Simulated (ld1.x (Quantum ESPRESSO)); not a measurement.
**Which change was made? (P, TM semilocal)**

P (Z = 15), norm-conserving Troullier–Martins (semilocal form), made with ld1.x (Quantum ESPRESSO) 7.5 (PBE, scalar-relativistic). Core [Ne], reference 3s1.75 3p3.25. Waves: 3s (bound): rc 1.45 bohr; 3p (bound): rc 1.85 bohr; 3d channel at 0.4 Ry: rc 1.55 bohr. Local part: the d channel. Core correction: none.

Cutoffs, loose and tight: the cutoffs (Ry, on a coarse ladder) from which the occupation-weighted sum of valence levels, in a spherical-Bessel basis at the reference potential, stays within 10 and 1 mRy of its value at 400 Ry. They do not see the model core or the augmentation charge, which bear on the density cutoff. Test errors are all-electron minus pseudo excitation energies from the reference, over the configurations 3s2 3p3; 3s2 3p2; 3s2 3p1; 3s1 3p4; 3s0 3p5; 3s2 3p3.3; 3s2 3p2.5; variants that change the core or the reference have their own tests.

The base gives: outcome: generated; cutoff, loose: 21 Ry; cutoff, tight: 50 Ry; bound ghosts: none; largest test error (meV): +8.7.

Question: After one change the result is: outcome: generated; cutoff, loose: 40 Ry; cutoff, tight: 90 Ry; bound ghosts: none; largest test error (meV): +17. Which change was it?
A. all radii scaled by about 0.77 (s 1.12, p 1.42, d 1.18 bohr)
B. all radii scaled by about 0.87 (s 1.26, p 1.62, d 1.36 bohr)
C. all radii scaled by about 1.38 (s 2.00, p 2.56, d 2.14 bohr)
D. all radii scaled by about 1.21 (s 1.76, p 2.24, d 1.88 bohr)

Answer: B. The others give: all radii scaled by about 1.21 (s 1.76, p 2.24, d 1.88 bohr) → outcome: generated; cutoff, loose: 18 Ry; cutoff, tight: 45 Ry; bound ghosts: none; largest test error (meV): +12 | all radii scaled by about 1.38 (s 2.00, p 2.56, d 2.14 bohr) → outcome: generated; cutoff, loose: 15 Ry; cutoff, tight: 35 Ry; bound ghosts: none; largest test error (meV): +21 | all radii scaled by about 0.77 (s 1.12, p 1.42, d 1.18 bohr) → outcome: generated; cutoff, loose: 60 Ry; cutoff, tight: 160 Ry; bound ghosts: none; largest test error (meV): +69.
